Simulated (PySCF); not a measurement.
Species: 2-isopropyl-1,3-dithiolane, C₆H₁₂S₂.
Atom-mapped SMILES: `[CH3:1][CH:2]([CH3:3])[CH:4]1[S:5][CH2:6][CH2:7][S:8]1` (hydrogens: H9, H10, H11 on C1; H12 on C2; H13, H14, H15 on C3; H16 on C4; H17, H18 on C6; H19, H20 on C7)

Geometry (PBE0-D3(BJ)/def2-SVP, Å), atoms numbered from 1 in this order:
```
atom  x, y, z in Å
C1    -1.0930   -1.2256    0.3095
C2    -1.3303    0.2546    0.0533
C3    -2.2897    0.4757   -1.1106
C4    -0.0339    1.0471   -0.1739
S5     0.9909    1.1058    1.3515
C6     2.5508    0.5295    0.6205
C7     2.2157   -0.4067   -0.5217
S8     0.9964    0.4430   -1.5599
H9    -0.6530   -1.7029   -0.5809
H10   -2.0410   -1.7373    0.5328
H11   -0.4138   -1.3736    1.1617
H12   -1.7853    0.6943    0.9610
H13   -3.2423   -0.0476   -0.9388
H14   -2.5120    1.5443   -1.2573
H15   -1.8553    0.0868   -2.0459
H16   -0.2942    2.0827   -0.4430
H17    3.1165    0.0198    1.4164
H18    3.1388    1.3871    0.2605
H19    1.8152   -1.3627   -0.1525
H20    3.0932   -0.6114   -1.1542
```

The closed-shell ground state was solved at several levels (PySCF, density fitting, gas phase, non-relativistic).

| level | basis functions | total energy (Eh) | HOMO (eV) | LUMO (eV) | gap (eV) | dipole (D) |
| --- | --- | --- | --- | --- | --- | --- |
| B97-2/pcSseg-1 | 210 | -1032.1556 | -6.28 | 0.11 | 6.39 | 1.03 |
| PBE0/pcSseg-1 | 210 | -1031.6212 | -6.52 | 0.15 | 6.67 | 1.04 |

What might wB97X-D/def2-SVPD (270 basis functions) give for the same quantities?

Total energy -1031.7751 Eh, HOMO -8.35 eV, LUMO 1.63 eV, gap 9.98 eV, dipole 1.03 D.

Over all these levels, which gives the widest orbital gap and which the narrowest?

wB97X-D/def2-SVPD (range-separated hybrid) has the widest, 9.98 eV, and B97-2/pcSseg-1 (global hybrid, 21 % exact exchange) the narrowest, 6.39 eV. Functional and basis both differ between the two, so the spread mixes both effects.

How far do the dipole and the HOMO energy spread over the levels?

The dipole runs from 1.03 to 1.04 D (mean 1.03 D) and the HOMO from -8.35 to -6.28 eV.

One conformer stands for the species.

The pairwise dispersion term of wB97X-D wasn't added to the energies; at a given geometry it leaves orbitals and properties as they are.
